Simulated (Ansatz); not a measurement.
Species: sum formula Si2N2H7 (charge 0, doublet). It need not be the lowest isomer of its formula. SMILES: [NH][SiH2]N[SiH3]
Structure (B3LYP-D3(BJ)/def2-TZVP (Ansatz, a first-principles code) minimum search):
```
N
H 1 1.0117
Si 1 1.7173 2 115.16
Si 1 1.7329 2 115.68 3 171.08
N 3 1.7505 1 112.96 2 84.00
H 5 1.0240 3 113.27 1 178.31
H 4 1.4792 1 106.88 2 178.72
H 4 1.4831 7 109.81 1 120.34
H 4 1.4832 7 109.25 8 117.63
H 3 1.4834 1 108.07 2 -156.03
H 3 1.4863 10 111.42 1 -119.34
```
Charge 0, spin multiplicity 2.

Computed values are from Ansatz. Cores are frozen in the correlated levels unless marked. Open shells are spin-unrestricted. Spin-orbit coupling is left out. Non-relativistic. Basis-set limits of correlation are two-point, X^-3; Hartree-Fock from the larger set.

```json
{
  "atomisation energy De": "3443.3 kJ/mol at CCSD(T)/CBS(cc-pV(T+d)Z,cc-pV(Q+d)Z)",
  "total_energy": "-691.7502 Eh at CCSD(T)/CBS(cc-pV(T+d)Z,cc-pV(Q+d)Z)",
  "dipole_moment": "1.14 D at CCSD(T)/aug-cc-pV(D+d)Z",
  "T1 diagnostic": "0.013 at CCSD/cc-pV(Q+d)Z"
}
```
